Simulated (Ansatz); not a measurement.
The input (input.yaml):

```yaml
crystal:
  periodic: [false, false, false]
  atoms:
    - { symbol: Ge, position_ang: [0.217628, 0.066131, -0.180244] }
    - { symbol: F, position_ang: [0.176551, -0.006464, 1.533069] }
    - { symbol: Cl, position_ang: [2.312785, -0.018399, -0.655011] }
    - { symbol: Cl, position_ang: [-0.562551, 1.899306, -0.940593] }
    - { symbol: Cl, position_ang: [-0.687482, -1.704597, -1.007251] }
    - { symbol: O, position_ang: [-2.49936, 0.061594, 1.008803] }
    - { symbol: H, position_ang: [-2.69276, -0.852859, 0.727485] }
    - { symbol: H, position_ang: [-1.926312, -0.074412, 1.805141] }
basis:
  gaussian: { orbitals: def2-SVP }
hamiltonian:
  xc: pbe
  dispersion: d4
relax:
  f_tol: 0.03
  max_steps: 50
```

Run as:

```bash
$ ansatz run input.yaml --threads 4 --pin off --max-ram 5120MiB --backend cpu --events-out ev --progress --plain --runs-dir out
```

Hardware: 4 threads of Arm Neoverse V2, with other jobs on the host.

**Question.** Roughly how long does this run take, and how much memory?

**Answer.** 17 s, with a peak of 0.19 GiB, for 10 ionic steps.
